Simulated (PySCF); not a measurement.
C₃H₆FNSi, SMILES C#C[C@H](N)[SiH2]F.

Geometry: ωB97X-D3(BJ)/def2-SVP. The structure was generated by enumeration; whether it is a known compound was not checked. One conformer was computed; it need not be the lowest.

Computed with PBE/def2-TZVP (PySCF).

Gas-phase values at a fixed geometry.

Computed frontier levels, gap, dipole moment and polarisability:
```
Quantity                                                                                                       Result
---------------------------------------------------------------------------------------------  ----------------------
highest occupied level                                                                                       -5.59 eV
lowest empty level                                                                                           -1.07 eV
orbital gap                                                                                                   4.52 eV
dipole moment                                                                                                  0.83 D
quadrupole, principal values (traceless, Buckingham form, about the centre of nuclear charge)   -8.29, 3.23, 5.05 D·Å
mean static polarisability                                                                      69.3 bohr³ (10.27 Å³)
polarisability, principal values                                                               54.9, 66.7, 86.3 bohr³
```
